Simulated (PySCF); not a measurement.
# Ionisation energy of Xe by level of theory

Xe [Xe] (1S) → Xe⁺ [Kr] 4d10 5s2 5p5 (2P), as a difference of total energies. Computed with PySCF 2.14 in def2-TZVP with the def2 core potential (28 electrons), with scalar relativity through the core potential. Correlated levels: valence: 4s2 4p6 4d10 frozen. The calculations carry no spin-orbit coupling.

Question: Order these methods by the ionisation energy they give, lowest first.
A. UHF
B. r2SCAN
C. BP86
D. MP2 (valence)

Answer: A (11.466 eV), D (12.259 eV), B (12.425 eV), C (12.457 eV).

Errors of the correlated levels include the incompleteness of this basis and the frozen core.

For comparison: 12.565 eV (measured; NIST levels, between the centres of gravity of the two terms).
